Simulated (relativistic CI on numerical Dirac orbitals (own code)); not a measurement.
## How the errors of a small relativistic CI change along the 29-electron sequence

Levels calculated with a relativistic CI code on KLI orbitals, against measured ones, in five cumulative steps: (1) Dirac-Coulomb, each configuration alone; (2) with Breit and QED terms; (3) with configuration mixing; (4) with scaled Slater integrals; (5) with a P86 correlation estimate. Each ion has its own short list of configurations; levels above 2,000 cm⁻¹ that pair in every step are counted, and ions without enough such levels are left out. The scale is 0.85 up to charge 4 and 0.9 beyond; P86 is a density functional added for each configuration.

Median relative error (%):

| Ion | Ground | Levels | (1) | (2) | (3) | (4) | (5) |
| --- | --- | --- | --- | --- | --- | --- | --- |
| Cu | 4s | 5 | 22.3 | 22.5 | 22.2 | 22.3 | 16.4 |
| Zn+ | 4s | 11 | 8.7 | 8.8 | 9.4 | 9.2 | 6.7 |
| Ga2+ | 4s | 26 | 4.6 | 4.7 | 4.7 | 4.7 | 2.9 |
| Ge3+ | 4s | 25 | 3.1 | 3.2 | 3.2 | 3.2 | 2.1 |
| Se5+ | 4s | 5 | 1.7 | 1.9 | 1.9 | 1.9 | 1.4 |
| Kr7+ | 4s | 29 | 1.1 | 1.1 | 1.1 | 1.1 | 0.9 |

Mean absolute error (cm⁻¹):

| Ion | (1) | (2) | (3) | (4) | (5) |
| --- | --- | --- | --- | --- | --- |
| Cu | 11417 | 11410 | 11302 | 11320 | 8557 |
| Zn+ | 7940 | 7990 | 8212 | 8136 | 5242 |
| Ga2+ | 8184 | 8312 | 8238 | 8238 | 4905 |
| Ge3+ | 8599 | 8768 | 8777 | 8499 | 5394 |
| Se5+ | 3864 | 4141 | 4213 | 4191 | 3235 |
| Kr7+ | 6780 | 7224 | 7204 | 6900 | 4959 |

In step (3), fully ab initio, the relative error is 22.2 % for Cu and 1.1 % for Kr7+, while the absolute error goes from 11302 to 7204 cm⁻¹. Level energies grow with the charge (linearly within a shell, quadratically where n changes), mostly faster than the correlation that the model misses, so the relative error falls. The sets of levels differ from ion to ion, which blurs the trend. Mixing (step 3) lowers the mean absolute error for 3 of the 6 ions and scaling (step 4) for 4. The P86 step changes the mean absolute error by a factor of 0.8 for the first ion and 0.7 for the last.

Sources of the measured levels: Cu, NIST Handbook of Basic Atomic Spectroscopic Data (Sansonetti and Martin, J. Phys. Chem. Ref. Data 34, 1559 (2005)); Zn+, NIST Handbook of Basic Atomic Spectroscopic Data (Sansonetti and Martin, J. Phys. Chem. Ref. Data 34, 1559 (2005)); Ga2+, Shirai, Reader, Kramida and Sugar, J. Phys. Chem. Ref. Data 36, 509 (2007); Ge3+, Sugar and Musgrove, J. Phys. Chem. Ref. Data 22, 1213 (1993); Se5+, Moore, Atomic Energy Levels, vol. II, NSRDS-NBS 35 (1971 reprint of NBS Circular 467, 1952); Kr7+, Saloman, J. Phys. Chem. Ref. Data 36, 215 (2007).
